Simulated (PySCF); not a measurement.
Vertical excitations of a molecule C4H5NSi from TDDFT-LC-ωPBE/def2-SVPD in PySCF, as energy in eV (oscillator strength): 6.43 (0.001), 6.88 (0.009), 7.00 (0.003), 7.53 (0.001), 7.92 (0.015), 8.01 (0.020), 8.17 (0.006), 8.51 (0.037), 8.89 (0.051), 8.99 (0.275). Lowest triplet (TDA): 5.22 eV. Geometry optimised at ωB97X-D3(BJ)/def2-SVP. One conformer was computed; it need not be the lowest.

Question: Which molecule gave these data?
A. C#C[C@@H]([SiH3])C#N
B. N#C[C@@H]1C=C[SiH2]1
C. C#CC1=NC[SiH2]1
D. C=C=C([SiH3])C#N

Answer: A, C#C[C@@H]([SiH3])C#N
